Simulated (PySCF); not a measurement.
Run record: excited-state job, `B1(CC[Se]CC1)C#N`.

Method: TDDFT CAM-B3LYP/def2-SVPD, vertical, gas phase, core orbitals frozen in the response (PySCF 2.14.0, density-fitted response routines). Geometry: GFN2-xTB. A driver script takes a list of jobs; this job's settings line and coordinates (Å) are shown.

Command:
```bash
OMP_NUM_THREADS=1 python probes_run.py task.json out
```

Input:
```
{"job": {"kind": "uv", "xc": "CAM-B3LYP", "basis": "def2-SVPD", "nstates": 8, "ntriplets": 3}, "charge": 0, "multiplicity": 1}
N     -0.599448    -3.479464     1.136236
C     -0.421463    -2.414775     0.742546
B     -0.181941    -0.996738     0.242839
C     -1.434645    -0.050457     0.105640
C     -1.167071     1.445418    -0.020851
Se     0.233985     1.848330    -1.343230
C      1.609726     0.860028    -0.340848
C      1.278891    -0.623321    -0.215442
H     -1.951443    -0.388851    -0.802497
H     -2.154540    -0.206023     0.916058
H     -2.058736     1.985233    -0.343293
H     -0.826420     1.866096     0.927768
H      1.678555     1.333300     0.641198
H      2.550260     1.017214    -0.871106
H      1.398491    -1.090493    -1.202340
H      2.038201    -1.096554     0.415911
```

Task: Give the output.

Result: 
```
coarse grid: 63312 points
cycle   1  E = -2675.9333027515  dE =  1.451e-01  |g| = 4.324e-01  |ddm| = 6.287e+00
cycle   2  E = -2675.9016167899  dE =  3.169e-02  |g| = 6.248e-01  |ddm| = 1.468e+00
cycle   3  E = -2675.9845778588  dE = -8.296e-02  |g| = 1.070e-01  |ddm| = 7.308e-01
cycle   4  E = -2675.9869268521  dE = -2.349e-03  |g| = 3.446e-02  |ddm| = 1.829e-01
cycle   5  E = -2675.9872102036  dE = -2.834e-04  |g| = 7.881e-03  |ddm| = 6.418e-02
cycle   6  E = -2675.9872269267  dE = -1.672e-05  |g| = 1.183e-03  |ddm| = 1.778e-02
cycle   7  E = -2675.9872275856  dE = -6.589e-07  |g| = 5.546e-04  |ddm| = 4.208e-03
final grid: 134296 points
cycle   8  E = -2675.9872142717  dE = -9.827e-08  |g| = 5.846e-04  |ddm| = 6.320e-03
cycle   9  E = -2675.9872142577  dE =  1.401e-08  |g| = 6.610e-04  |ddm| = 2.023e-03
cycle  10  E = -2675.9872143673  dE = -1.095e-07  |g| = 4.140e-05  |ddm| = 9.836e-04
cycle  11  E = -2675.9872143684  dE = -1.105e-09  |g| = 2.201e-05  |ddm| = 1.240e-04
cycle  12  E = -2675.9872143687  dE = -3.338e-10  |g| = 1.540e-05  |ddm| = 8.220e-05
converged SCF energy = -2675.9872143687

Static polarisability (au): isotropic 99.693, principal 78.124 97.924 123.029

Singlet excitations
state   eV       nm        f      main configurations
  1   3.8314    323.6   0.00312   H->L 0.98
  2   4.6752    265.2   0.00012   H->L+1 0.83, H->L+7 0.10
  3   4.9732    249.3   0.00046   H-2->L 0.81, H-3->L 0.14
  4   5.7547    215.4   0.04050   H->L+3 0.71, H->L+2 0.15
  5   5.9329    209.0   0.01388   H-1->L 0.89
  6   5.9489    208.4   0.04330   H->L+2 0.67, H->L+3 0.17
  7   6.0900    203.6   0.00002   H-3->L 0.55, H-6->L 0.21, H-2->L 0.12
  8   6.4748    191.5   0.00418   H-5->L 0.34, H-4->L 0.32, H->L+4 0.20

Triplet excitations (Tamm-Dancoff, eV): 3.7908 4.2298 4.6142
```

The SCF starts on a coarse grid where the log names one; the energy can jump when the final grid takes over, and dE then counts from the start density on the new grid. H and L stand for HOMO and LUMO; the number after each pair is its weight.

Task: Give S1 in cm⁻¹ and kJ/mol.

Result: 3.8314 eV × 8065.54 = 30902 cm⁻¹; × 96.485 = 369.7 kJ/mol.

Task: How does the lowest singlet excitation compare with the HOMO–LUMO gap?

Result: HOMO -7.68 eV and LUMO -1.30 eV give a gap of 6.38 eV; S1 at 3.83 eV lies 2.55 eV below it.

In short: HOMO -7.68 eV, LUMO -1.30 eV; lowest singlet 3.83 eV; lowest triplet 3.79 eV (Tamm–Dancoff); mean polarisability 99.7 au.

 Relativistic effects, spin–orbit coupling among them, are left out although an element past zinc is present.

On one thread, Arm Neoverse N1 (aarch64) (shared host), this took 2.5 min wall (grids of density and orbitals included) and 1.2 GiB of memory at its peak.

One conformer stands for the species.
Labels such as C1 count atoms from 1, the log's own numbers from 0.
